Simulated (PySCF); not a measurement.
**Question.** What does the GFN2-xTB structure of `C(#C)c1c[n+](C)cs1` look like in three dimensions? (Charge +1.)

**Answer.** 
```
atom  x, y, z in Å
C1     3.8040    0.0864   -0.0039
C2     2.6105    0.2035    0.0874
C3     1.2287    0.3708    0.2110
C4     0.2393   -0.4343   -0.2779
N5    -1.0100    0.0089    0.0183
C6    -2.1963   -0.6935   -0.4024
C7    -1.0152    1.1288    0.7195
S8     0.5292    1.7201    1.0668
H9     4.8448   -0.0328   -0.0952
H10    0.3856   -1.3353   -0.8455
H11   -2.2041   -1.6988    0.0216
H12   -2.2133   -0.7783   -1.4900
H13   -3.0857   -0.1617   -0.0721
H14   -1.9182    1.6156    1.0402
```

Any rigid rotation of these coordinates is as good. Atoms count from 1 in this order. C4 (aromatic CH next to a ring nitrogen) is planar (angles 125.8°, 120.9° and 113.3°, sum 360.0°, 0.00 Å off the plane of its three neighbours). The 8 heavy atoms lie in one plane (0.001 Å rms). The 3 C–C bonds span 1.203 Å (C1≡C2, drawn triple) to 1.397 Å (C2–C3, drawn single), a spread of 0.194 Å. S8 (ring sulfur) is bent (angle 89.7°).

Bonds between heavy atoms (Å): C1≡C2 1.203, C2–C3 1.397, C3–C4 1.366, C4–N5 1.358, N5–C6 1.441, N5–C7 1.321, C7–S8 1.690, C3–S8 1.744.

Computed geometry: GFN2-xTB, gas phase.

Point group: Cs (tolerance 0.08 Å). Not checked by GFN2-xTB frequencies.
